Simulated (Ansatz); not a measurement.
Total energies of H$_{4}$N$_{2}$Sn, SMILES `[NH2][Sn][NH2]`.

```xyz
7

N     0.795    0.152   -1.241
Sn    0.822   -1.055    0.377
N    -0.773   -0.180    1.251
H     0.141    0.900   -1.413
H     1.461    0.071   -1.992
H    -1.141   -0.481    2.139
H    -1.304    0.593    0.880
```

Charge 0, multiplicity 1. Correlated methods include outer-core shells of Sn, which these sets cover unevenly. Sn takes the def2 core potential. The geometry is a stationary point of PBE0-D4/def2-TZVP. It is one conformer, not always the lowest. Basis def2-TZVPP, Ansatz 0.2.0.

RPA on PBE orbitals: Hartree–Fock energy of these orbitals -324.61511 Eh, correlation -1.12397 Eh (frozen core).

| functional | energy without D4 (Eh) | D4 term (kJ/mol) |
| --- | --- | --- |
| r2SCAN | -326.31492 | -2.7 |
| B97M-V | -326.27318 | – |

Question: Give the same for LDA (SPW92), PBE, revPBE, BLYP, PBE0, B3LYP, r2SCANh, r2SCAN0, HSE06 (plane-wave form), BHLYP, CAM-B3LYP, LC-ωPBE, ωB97X-V, ωB97M-V, B2PLYP, PBE-QIDH. (An estimate is asked.)

Answer: Ansatz gave: 
```tsv
functional	energy without D4 (Eh)	D4 term (kJ/mol)
LDA (SPW92)	-325.04617	–
PBE	-326.16197	-12.3
revPBE	-326.31093	-35.7
BLYP	-326.21499	-27.3
PBE0	-326.17127	-10.3
B3LYP	-326.37658	-20.2
r2SCANh	-326.29552	-2.9
r2SCAN0	-326.26744	-3.3
HSE06 (plane-wave form)	-326.16393	-9.7
BHLYP	-326.15773	-16.7
CAM-B3LYP	-326.23274	-10.5
LC-ωPBE	-326.25663	–
ωB97X-V	-326.23756	–
ωB97M-V	-326.20263	–
B2PLYP	-326.00359	–
PBE-QIDH	-325.95771	–
```

B3LYP takes the VWN-RPA correlation (the form of Gaussian; ORCA's B3LYP/G). HSE06 is the plane-wave form, built on full-range PBE exchange. The double hybrids freeze the cores in their second-order part.

LC-ωPBE has ω = 0.4 bohr⁻¹.
